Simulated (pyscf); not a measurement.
Optimised with ωB97X-D3(BJ)/def2-SVP in PySCF.

Task: How much does it cost (ΔH, 298 K, ωB97M-D3(BJ)/def2-TZVP) to split H₂Sb–Se–SbH₂ at its Sb–Se bond into SbH₂• + •Se–SbH₂?

Result: Sb–Se to SbH₂• + •Se–SbH₂: 2.08 eV. The 7 functionals that were run give +1.92 (M06-2X) to +2.58 eV (ωB97X-D3(BJ)/def2-TZVP). Other isomers of •Se–SbH₂ were not searched in full and may lie lower. Elements up to Kr have no core potential and no relativistic terms here. Elements past Kr carry the def2 core potentials, without spin-orbit coupling.
